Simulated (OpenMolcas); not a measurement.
# Bi: effect of the basis set

| Quantity | Value |
| --- | --- |
| Program | OpenMolcas 26.06 |
| Method | CASSCF |
| Active space | 5 electrons in 4 orbitals (6s 6p) |
| State averaging | 2S+1 = 4 odd, 1 root; 2S+1 = 2 odd, 8 roots |
| Spin-orbit coupling | state interaction with AMFI integrals over the reference wave functions, term energies averaged over their components |

A. ANO-RCC-VDZP [7s6p4d2f1g], DKH2, point nucleus; cost of the order of 7 core-seconds
B. ANO-R2 [8s7p5d3f1g], X2C, finite nucleus; cost roughly 18 core-seconds
C. ANO-RCC-VTZP [8s7p5d3f2g], X2C, point nucleus; cost roughly 8 core-seconds
D. ANO-RCC-VTZP [8s7p5d3f2g], DKH2, point nucleus; cost of the order of 12 core-seconds
E. ANO-R3 [9s8p6d3f2g1h], X2C, finite nucleus; cost roughly 16 core-seconds
F. ANO-RCC-VQZP [9s8p6d4f3g], DKH2, point nucleus; cost of the order of 29 core-seconds

Energies in cm-1 above 6s2 6p3 4S* 3/2, the measured ground level; measured values from NIST Handbook of Basic Atomic Spectroscopic Data.

| Level | A | B | C | D | E | F | Measured |
| --- | --- | --- | --- | --- | --- | --- | --- |
| 6s2 6p3 4S* 3/2 [75 %] | 0.0 | 0.0 | 0.0 | 0.0 | 0.0 | 0.0 | 0.0 |
| 6s2 6p3 2D* 3/2 [66 %] | 12236 | 12263 | 12187 | 12191 | 12178 | 12240 | 11419 |
| 6s2 6p3 2D* 5/2 | 16796 | 16961 | 16823 | 16830 | 16768 | 16896 | 15438 |
| 6s2 6p3 2P* 1/2 | 22772 | 22990 | 22780 | 22774 | 22746 | 22849 | 21661 |
| 6s2 6p3 2P* 3/2 [66 %] | 31477 | 31860 | 31533 | 31532 | 31372 | 31682 | 33165 |

Deviations, from unrounded energies. A percentage is the sum of absolute deviations over the sum of measured energies, with the sign that they share, or ± where signs differ.

| Against measurement | Levels | A | B | C | D | E | F |
| --- | --- | --- | --- | --- | --- | --- | --- |
| mean absolute deviation (cm-1) | 4 | 1200 | 1300 | 1200 | 1200 | 1200 | 1200 |
| other terms of the ground configuration (%) | 4 | ±6.1 | ±6.1 | ±6.0 | ±6.0 | ±6.1 | ±6.1 |

A, B, C, D, E, F lie about equally close to measurement. The largest miss of C in the table is 6s2 6p3 2P* 3/2 [66 %], by -1600 cm-1. The ranking rests on the paired levels alone, and a cruder setting can come out closer through cancelling errors.

Among A to F the level of the table that moves most is 6s2 6p3 2P* 3/2 [66 %], by 490 cm-1 (lowest in E, highest in B).

Spin-orbit splittings of 6p shells tend to come out small when the coupling is added on scalar orbitals. Computed and measured levels are paired by configuration, term and J; levels that our copy of the source lacks, or whose pairing is in doubt (as where it misses far off the trend of its configuration), stay unpaired and out of the deviations. Only configurations of the active space appear.

A share in square brackets marks a mixed level and gives the weight of the term that names it, the lowest over the columns. * marks odd parity.
